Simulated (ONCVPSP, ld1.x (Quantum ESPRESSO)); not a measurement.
Pseudopotentials across the periodic table

Generated with ld1.x 7.5 (TM, RRKJ, ultrasoft, PAW), atompaw 4.2 or ONCVPSP 4.0.1. The cutoff is in Ry: for ld1.x and atompaw files where the sum of valence levels is converged to 10 mRy in a Bessel basis, for ONCV files where the hardest occupied wave has 1 mHa per electron of residual kinetic energy. The error is the largest all-electron minus pseudo excitation energy over each file’s own four to seven test configurations (ionisations up to +4, promotions, holes and added fractions of an electron), all of which were solved. The labels leave out finer settings (local radius, basis sizes, second energies), which also bear on the numbers. Spin-polarised tests are not counted. The rows are a selection from randomly drawn settings: files with unsolved tests, undetermined cutoffs or missed reference levels are left out.

A true bound ghost makes a file unfit for plane-wave use even where its test errors are small: the radial tests pick states by their node count and pass the ghost by.

```tsv
element	potential	cutoff (Ry)	largest error (meV)	bound ghosts
Li	TM, LDA (PZ), scalar-relativistic, rc 1.74/4.20 (sp), local p, core correction yes, reference 2s1 2p0	6	-5.0	none
B	ONCV, LDA (Perdew-Zunger), scalar-relativistic, rc 1.70/3.85/3.75 (spd), local smoothed, core correction yes, reference 2s1 2p2, qcut 3/4.6/3, projectors 2/2/2	71	+865	d
O	ONCV, LDA (Perdew-Wang 92), scalar-relativistic, rc 0.85/1.30 (sp), local smoothed, core correction no, reference 2s2 2p4, qcut 8.6/11.6, projectors 1/1	80	+441	none
O	TM, Wu–Cohen, scalar-relativistic, rc 0.75/1.25 (sp), local smoothed, core correction no, reference 2s2 2p3.5	90	+1157	none
Ge	ONCV, PBE, non-relativistic, rc 1.25/0.95/0.85 (spd), local smoothed, core correction yes, reference 3s2 3p6 3d10 4s2 4p2, qcut 12.1/15/20, projectors 3/2/2	291	+35	none
Ce	ONCV, PBE, scalar-relativistic, rc 2.80/2.80/3.80/1.45 (spdf), local smoothed, core correction yes, reference 4f1 5s2 5p6 5d1 6s2, qcut 4.2/3.9/3.3/10.7, projectors 2/2/3/2	104	-198	s
Ta	ONCV, PBE, fully relativistic, rc 2.45/1.20/2.40 (spd), local smoothed, core correction yes, reference 5p6 5d3 6s2, qcut 2.4/7.9/6.9, projectors 2/1/2	59	-32	s
Os	TM semilocal, PBE, scalar-relativistic, rc 1.90/1.05/1.85 (spd), local p, core correction yes, reference 5p6 5d6 6s0 6p0	120	+51	none
```

Problem. Fill in the row for Cs: ONCV, PBE, fully relativistic, rc 3.25/2.10/4.00 (spd), local smoothed, core correction no, reference 5s2 5p6 5d0.5 6s0.5, qcut 3.8/3.8/2.6, projectors 2/2/2.

Solution. cutoff 15 Ry, largest error +1.2 meV, bound ghosts: none.
